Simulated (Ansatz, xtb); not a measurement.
C5H4ClNS: 6 structures ranked

6 gas-phase structures of C5H4ClNS, from a drawn sample of its isomers (lower ones may exist). Each was relaxed with GFN2-xTB; where two conformers were screened, the lower at r2SCAN-D4/def2-SVP//GFN2-xTB is listed:

A. `C=C(Cl)c1cncs1`, a singlet
B. `Cl/C=C/c1ccns1`, a singlet
C. `C=Cc1ncsc1Cl`, a singlet
D. `Sc1ccc(Cl)nc1`, a singlet
E. `C=Cc1sncc1Cl`, a singlet
F. `C=C(Cl)c1cscn1`, a singlet

Task: Make a reasoned guess at their ranking by r2SCAN-D4/def2-SVP//GFN2-xTB single-point energy.

Result: Calculated order at r2SCAN-D4/def2-SVP//GFN2-xTB: D (0.0), F (14.4), A (16.8), C (19.1), B (22.5), E (23.4) kcal/mol. Less than 1 kcal/mol parts B and E, so the order within that pair means little.

Energies above the lowest of each column, in kcal/mol; the last columns are at r2SCAN-D4/def2-SVP geometries and were run for some of them only (a dash: not run or not comparable):

| structure | GFN2-xTB | HF/STO-3G | r2SCAN-D4/def2-SVP//GFN2-xTB | r2SCAN-D4/def2-SVP | CCSD(T)/def2-SVP + ΔMP2/def2-TZVPP |
| --- | --- | --- | --- | --- | --- |
| D | 0.0 | 0.0 | 0.0 | 0.0 | 0.0 |
| F | 14.2 | 17.0 | 14.4 | 14.2 | 9.4 |
| A | 14.4 | 19.6 | 16.8 | 16.5 | 12.0 |
| C | 17.4 | 21.2 | 19.1 | 19.0 | – |
| B | 17.7 | 24.9 | 22.5 | – | – |
| E | 16.8 | 24.6 | 23.4 | – | – |

Every level run on D puts it lowest or level with the lowest. Flexible structures stand in one conformer each, not always the lowest. Frequencies (GFN2-xTB) were run for A, D, F alone. ΔMP2 is the change of the MP2 energy from the smaller to the larger basis.

Over these structures GFN2-xTB departs from r2SCAN-D4/def2-SVP//GFN2-xTB by 2.1 kcal/mol on average once a common shift is removed. A GFN2-xTB relaxation took about 0.085 s and the r2SCAN-D4/def2-SVP//GFN2-xTB energy about 2 s on a shared host (Ansatz 0.2.0, xtb 6.7.1).
